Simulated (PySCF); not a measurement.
**Input and output**

[Nd(OH)3]− (singlet in the valence; each metal's 4f electrons, 4 of them, lie in its core potential, out of spins and levels). PySCF 2.14.0, RKS revPBE, Nd lcecp-0-SVP with ECP50, O def2-SVP, H def2-SVP; non-relativistic Hamiltonian with scalar-relativistic core potentials where named; density fitting; no spin-orbit coupling. Purpose: level revPBE.

```python
mol = gto.M(atom='''
Nd     0.00000    -0.00000     0.13427
O      2.30763     0.00002     0.14159
H      3.26698     0.00003     0.15085
O     -1.15383     1.99846     0.14159
H     -1.63352     2.82928     0.15085
O     -1.15380    -1.99848     0.14159
H     -1.63347    -2.82930     0.15085''',
    basis={'Nd': 'lcecp-0-SVP', 'O': 'def2-SVP', 'H': 'def2-SVP'},
    ecp={'Nd': 'lcecp-0-SVP'},
    charge=-1, spin=0)
mf = dft.RKS(mol, xc='PBE_R,PBE')
mf.grids.atom_grid = (75, 302)  # f atoms: unpruned, at least (60, 302)
mf = mf.density_fit()  # fitting sets: Nd AutoAux, O def2-universal-JKFIT, H def2-universal-JKFIT
mf.conv_tol = 1e-08; mf.max_cycle = 55
mf.kernel(dm0)  # dm0: converged density of the relaxed state
mf.nuc_grad_method().kernel()
```

Run from Python with OMP_NUM_THREADS=2; the lines above give its settings. Where DIIS fails, smearing, a level shift and second-order steps follow.
It took 2.8 s on 2 threads of AMD EPYC 9R45 (Zen 5) (shared host), from an already converged density.

The 4f levels lie in the core potential and are missing.

Q: What are the Mulliken charges and spins?

A: 
```json
{"atom": "Nd1", "charge (e)": "0.359", "spin (e)": "0.000"}
{"atom": "O2", "charge (e)": "-0.546", "spin (e)": "0.000"}
{"atom": "H3", "charge (e)": "0.093", "spin (e)": "0.000"}
{"atom": "O4", "charge (e)": "-0.546", "spin (e)": "0.000"}
{"atom": "H5", "charge (e)": "0.093", "spin (e)": "0.000"}
{"atom": "O6", "charge (e)": "-0.546", "spin (e)": "0.000"}
{"atom": "H7", "charge (e)": "0.093", "spin (e)": "0.000"}
```
The spin of the 4f electrons in the core isn't counted.

Q: What forces act on the atoms (eV/Å)?

A: 
```
Nd  -0.01  0.00  0.00
O   -0.40  0.00  0.00
H    0.64  0.00  0.01
O    0.21 -0.35  0.00
H   -0.32  0.56  0.01
O    0.21  0.35  0.00
H   -0.32 -0.56  0.01
```
Forces carry noise of the integration grid, about 0.01 to 0.03 eV/Å.

The geometry was relaxed with PBE0 (Nd lcecp-0-SVP with ECP50, O def2-SVP, H def2-SVP).

An lcecp potential fixes the number of 4f electrons, so in runs with it no electron can move into or out of that shell; real Nd(II) is rare or takes another configuration.
